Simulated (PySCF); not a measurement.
# How methods differ on the ionisation energy of Dy⁺

Dy⁺ [Xe] 4f10 6s1 (high-spin determinant) → Dy²⁺ [Xe] 4f10 (high-spin determinant), as a difference of total energies. All numbers are calculated (PySCF 2.14, scalar relativity by spin-free X2C-1e, in ANO-RCC-VTZP (8s7p5d3f2g1h, 104 functions)). Correlated levels: valence: [Kr] 4d10 frozen. The calculations carry no spin-orbit coupling.

```json
{"method": "UHF", "ionisation energy (eV)": "10.800"}
{"method": "MP2 (valence)", "ionisation energy (eV)": "11.643"}
{"method": "SCS-MP2 (valence)", "ionisation energy (eV)": "11.456"}
{"method": "CCSD (valence)", "ionisation energy (eV)": "11.469"}
{"method": "CCSD(T) (valence)", "ionisation energy (eV)": "11.560"}
```

Question: How much does correlation contribute at CCSD(T) (valence)?

Answer: 11.560 − (10.800) = 0.760 eV, measured against UHF.

Errors of the correlated levels include the incompleteness of this basis and the frozen core.

The determinant of Dy⁺ and of Dy²⁺ mixes LS terms, which raises its energy above the lowest term, most at the Hartree-Fock and MP2 levels.

For comparison: 11.647 ± 0.02 eV (semi-empirical (NIST evaluation); NIST Atomic Spectra Database, ionization energies).
